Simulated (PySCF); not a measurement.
The Sb–Br bond energy of SbBr₃

All numbers come from PySCF, PBE0, basis Sb def2-SVP with ECP28, Br def2-SVP (scalar-relativistic core potentials, no spin–orbit coupling, density fitting).

Each entry is the lowest minimum that a search over a few typed start shapes (and spin states, where more than one is plausible) found, or that minimum re-optimised at the stated level; isomers with ligand–ligand bonds, or fragments after loss of a ligand pair, can lie lower.

Total energies (Eh), which compare only within these settings: Br atom -2573.49923.

```
species  2S+1  group       E (Eh)  ZPE (kJ/mol)
  SbBr₂     2    C2v  -5387.41994           3.6
  SbBr₃     1    C3v  -7961.02266           6.1
```

(1) What are De and D0 for SbBr₃ → SbBr₂ + Br?

Answers

(1) De = [(-5387.41994) + (-2573.49923) − (-7961.02266)] × 2625.5 = 272 kJ/mol. The zero-point energy changes by -2.5 kJ/mol, so D0 = 269 kJ/mol.

Atoms and open shells are unrestricted, without spin–orbit or basis-set superposition corrections.

Spin–orbit coupling can matter for elements this heavy.
